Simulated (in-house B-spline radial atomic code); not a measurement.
Computed with a B-spline radial atomic code. Model: two electrons, singlet ground state, non-relativistic, full CI in B-splines with partial waves to l = 8 (at full coupling up to 3e-4 hartree above the limit, correlation up to 0.6 % small), density held at that of full coupling by Lieb maximisation.

Along the adiabatic connection the electron repulsion is scaled by a coupling λ while a local potential keeps the density fixed. At λ = 0 the system is the Kohn-Sham one and W equals the exchange energy; the exchange-correlation energy is the area under W between 0 and 1. The kinetic energy rises with λ as the electrons avoid each other, with dT/dλ = −λ dW/dλ.

Command:
```bash
python run_ac.py task.json out
```
Settings (lengths in bohr, energies in hartree):
```
potential              yukawa
strength               5.91
lmax                   8
second                 0.634
```

Time taken, with all properties: 14 s on 1 thread of Intel(R) Xeon(R) Processor @ 2.30GHz, on a shared host.

**W = mean repulsion less Hartree energy, and W of three functionals.**

Given: confinement screened point charge; nuclear charge 5.91; screening of the nucleus 0.634 1/bohr; external potential -Z exp(-k r)/r.

Computed: LDA exchange minus exact 483.63 millihartree; SCAN exchange minus exact -5.3434 millihartree.

```csv
coupling,W xc (hartree),W xc minus exchange (millihartree),kinetic minus Kohn-Sham (millihartree),LDA (PW92) W minus its exchange (millihartree),PBE W minus its exchange (millihartree),SCAN W minus its exchange (millihartree)
0,-3.4322,0,0,0,0,0
0.02,-3.4341,-1.874,0,-14.81,-1.86,-1.85
0.05,-3.4369,-4.676,0.1,-31.44,-4.68,-4.58
0.12,-3.4434,-11.167,0.7,-62.9,-11.29,-10.87
0.25,-3.4553,-23.065,2.9,-109.79,-23.61,-22.28
0.4,-3.4688,-36.544,7.2,-154.67,-37.77,-35.07
0.6,-3.4864,-54.111,16,-205.8,-56.45,-51.6
0.8,-3.5035,-71.231,28,-250.45,-74.81,-67.58
1,?,?,?,?,?,?
1.4,?,?,?,?,?,?
2,-3.5977,-165.44,158.5,-449.82,-177.04,-154.27
3,-3.6665,-234.24,329.8,-569.91,-252.14,-217
4.5,-3.7562,-323.97,664.5,-710.43,-350.3,-298.89
7,-3.8779,-445.66,1357.9,-884.66,-484.32,-411.15
10,-3.9908,-558.52,2309.7,-1037.8,-610.74,-517.61
```

What belongs in the row 1?

W xc (hartree): -3.5202; W xc minus exchange (millihartree): -87.921; kinetic minus Kohn-Sham (millihartree): 43; LDA (PW92) W minus its exchange (millihartree): -290.54; PBE W minus its exchange (millihartree): -92.81; SCAN W minus its exchange (millihartree): -83.06.

What belongs in the row 1.4?

W xc (hartree): -3.5523; W xc minus exchange (millihartree): -120.07; kinetic minus Kohn-Sham (millihartree): 81.5; LDA (PW92) W minus its exchange (millihartree): -360.93; PBE W minus its exchange (millihartree): -127.65; SCAN W minus its exchange (millihartree): -112.72.

What is the PBE exchange minus exact?

61.226 millihartree.

**Energy parts, natural occupations and partial-wave weights.**

Computed: total energy -24.4977 hartree; correlation energy -0.044912 hartree; kinetic part of the DFT correlation energy 0.043009 hartree; initial slope twice GL2 -0.093793 hartree; Hartree energy 6.8645 hartree; Kohn-Sham kinetic 30.783 hartree; Lieb Oxford ratio E_xc over LDA exchange 1.1793.

```
natural  occupation of the shell (electrons)
      s                               1.9984
      p                           0.00089763
      s                                    ?
      d                           4.8247e-05
      p                           3.4441e-05
      s                           1.4302e-05
```

What belongs in the row s?

occupation of the shell (electrons): 0.00061313.

```json
{"wave": "s", "weight": "0.9995"}
{"wave": "p", "weight": "0.00046783"}
{"wave": "d", "weight": "2.7164e-05"}
{"wave": "f", "weight": "?"}
{"wave": "g", "weight": "9.542e-07"}
```

What belongs in the row f?

weight: 4.008e-06.

What is the exchange energy?

-3.4322 hartree.

What is the kinetic part over minus potential part?

0.48917.

Half-way to full coupling W has made 52 % of its drop, against 50 % for a straight line, and second-order (GL2) theory, half the initial slope, overshoots the correlation energy by about 4 %: correlation is weak here. Over couplings 0 to 1 the errors in E_xc come to about +358 millihartree for LDA, +59 millihartree for PBE, -3.2 millihartree for SCAN, so SCAN is nearest. In LDA and PBE and SCAN the errors of exchange and correlation have opposite signs, so the sum is smaller than the larger of the two.
